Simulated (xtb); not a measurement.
A run for xtb: GFN1-xTB on NaAl, 2S+1 = 1, a point of a bond scan (R = 3.447 Å).

```
$ xtb mol.xyz --gfn 1 --sp --chrg 0 --uhf 0
2

Na     0.00000000     0.00000000     0.00000000
Al     0.00000000     0.00000000     3.44743500
```

Output:

```
[...]
           -------------------------------------------------
          |                Calculation Setup                |
           -------------------------------------------------



molecular fragmentation (1/2 indicates fragments):
12
# atoms in fragment 1/2:     1     1
 fragment masses (1/2) :       22.99       26.98
CMA distance (Bohr)    :   6.515
constraining FC (au)   :  0.0500

           -------------------------------------------------
          |                 G F N 1 - x T B                 |
           -------------------------------------------------

        Reference                      10.1021/acs.jctc.7b00118
      * Hamiltonian:
        H0-scaling (s, p, d)           1.850000    2.250000    2.000000
        zeta-weighting                 0.000000
      * Dispersion:
        s8                             2.400000
        a1                             0.630000
        a2                             5.000000
        s9                             0.000000
      * Repulsion:
        kExp                           1.500000
        rExp                           1.000000
      * Coulomb:
        alpha                          2.000000
        third order                    atomic
        anisotropic                    false
      * Halogen bond correction:
        rad-scale                      1.300000
        damping                        0.440000


          ...................................................
          :                      SETUP                      :
          :.................................................:
          :  # basis functions                  14          :
          :  # atomic orbitals                  13          :
          :  # shells                            5          :
          :  # electrons                         4          :
          :  # halogen bonds                     0          :
          :  max. iterations                   250          :
          :  Hamiltonian                  GFN1-xTB          :
          :  restarted?                      false          :
          :  GBSA solvation                  false          :
          :  PC potential                    false          :
          :  electronic temp.          300.0000000     K    :
          :  accuracy                    1.0000000          :
          :  -> integral cutoff          0.2500000E+02      :
          :  -> integral neglect         0.1000000E-07      :
          :  -> SCF convergence          0.1000000E-05 Eh   :
          :  -> wf. convergence          0.2000000E-04 e    :
          :  Broyden damping             0.4000000          :
          :  net charge                          0          :
          :  unpaired electrons                  0          :
          ...................................................

 iter      E             dE          RMSdq      gap      omega  full diag
   1     -1.3345142 -0.133451E+01  0.957E+00    1.62       0.0  T
   2     -1.3714680 -0.369537E-01  0.308E+00    1.32       1.0  T
   3     -1.3744816 -0.301360E-02  0.730E-01    1.19       1.0  T
   4     -1.3744930 -0.114295E-04  0.374E-01    1.22       1.0  T
   5     -1.3745331 -0.401108E-04  0.469E-03    1.20      15.1  T
   6     -1.3745331 -0.562621E-08  0.136E-03    1.20      52.0  T
   7     -1.3745331 -0.174936E-09  0.213E-05    1.20    3315.4  T
   8     -1.3745331 -0.270894E-13  0.633E-07    1.20  100000.0  T

   *** convergence criteria satisfied after 8 iterations ***

         #    Occupation            Energy/Eh            Energy/eV
      -------------------------------------------------------------
         1        2.0000           -0.4909783             -13.3602
         2        2.0000           -0.2180211              -5.9327 (HOMO)
         3                         -0.1738295              -4.7301 (LUMO)
         4                         -0.1738295              -4.7301
         5                         -0.1448489              -3.9415
         6                         -0.1202143              -3.2712
         7                         -0.1202143              -3.2712
       ...                                ...                  ...
        13                          0.2309027               6.2832
      -------------------------------------------------------------
                  HL-Gap            0.0441916 Eh            1.2025 eV
             Fermi-level           -0.1962419 Eh           -5.3400 eV

 SCC (total)                   0 d,  0 h,  0 min,  0.004 sec
 SCC setup                      ...        0 min,  0.000 sec (  4.563%)
 Dispersion                     ...        0 min,  0.000 sec (  3.029%)
 classical contributions        ...        0 min,  0.000 sec (  1.022%)
 integral evaluation            ...        0 min,  0.001 sec ( 22.743%)
 iterations                     ...        0 min,  0.002 sec ( 42.994%)
 molecular gradient             ...        0 min,  0.001 sec ( 19.655%)
 printout                       ...        0 min,  0.000 sec (  5.396%)

         :::::::::::::::::::::::::::::::::::::::::::::::::::::
         ::                     SUMMARY                     ::
         :::::::::::::::::::::::::::::::::::::::::::::::::::::
         :: total energy              -1.375217426054 Eh    ::
         :: gradient norm              0.001589853500 Eh/a0 ::
         :: HOMO-LUMO gap              1.202514650290 eV    ::
         ::.................................................::
         :: SCC energy                -1.374533117820 Eh    ::
         :: -> electrostatic           0.001121793575 Eh    ::
         :: repulsion energy           0.000038023165 Eh    ::
         :: dispersion energy         -0.000722331399 Eh    ::
         :: halogen bond corr.         0.000000000000 Eh    ::
         :: add. restraining           0.000000000000 Eh    ::
         :: total charge              -0.000000000159 e     ::
         :::::::::::::::::::::::::::::::::::::::::::::::::::::

           -------------------------------------------------
          |                Property Printout                |
           -------------------------------------------------

    * Orbital Energies and Occupations

         #    Occupation            Energy/Eh            Energy/eV
      -------------------------------------------------------------
         1        2.0000           -0.4909783             -13.3602
         2        2.0000           -0.2180211              -5.9327 (HOMO)
         3                         -0.1738295              -4.7301 (LUMO)
         4                         -0.1738295              -4.7301
         5                         -0.1448489              -3.9415
         6                         -0.1202143              -3.2712
         7                         -0.1202143              -3.2712
         8                         -0.0798992              -2.1742
         9                         -0.0798992              -2.1742
        10                          0.0099147               0.2698
        11                          0.1221690               3.3244
        12                          0.1221690               3.3244
        13                          0.2309027               6.2832
      -------------------------------------------------------------
                  HL-Gap            0.0441916 Eh            1.2025 eV
             Fermi-level           -0.1962419 Eh           -5.3400 eV

  Mulliken/CM5 charges         n(s)   n(p)   n(d)
     1Na   -0.11728 -0.09704   1.086  0.031  0.000
     2Al    0.11728  0.09704   1.960  0.718  0.205

Wiberg/Mayer (AO) data.
largest (>0.10) Wiberg bond orders for each atom

 ---------------------------------------------------------------------------
     #   Z sym  total        # sym  WBO       # sym  WBO       # sym  WBO
Note: The following floating-point exceptions are signalling: IEEE_DENORMAL
normal termination of xtb
 ---------------------------------------------------------------------------
     1  11 Na   1.055 --     2 Al   1.055
     2  13 Al   1.055 --     1 Na   1.055
 ---------------------------------------------------------------------------

Topologies differ in total number of bonds
Writing topology from bond orders to xtbtopo.mol

 dipole moment from electron density (au)
     X       Y       Z
   0.0000   0.0000   1.9542  total (Debye):    4.967


           -------------------------------------------------
          | TOTAL ENERGY               -1.375217426054 Eh   |
          | GRADIENT NORM               0.001589853500 Eh/α |
          | HOMO-LUMO GAP               1.202514650290 eV   |
           -------------------------------------------------

------------------------------------------------------------------------
------------------------------------------------------------------------
 total:
 SCF:
```

The run finished.

Cost: roughly 0.06 core-seconds.
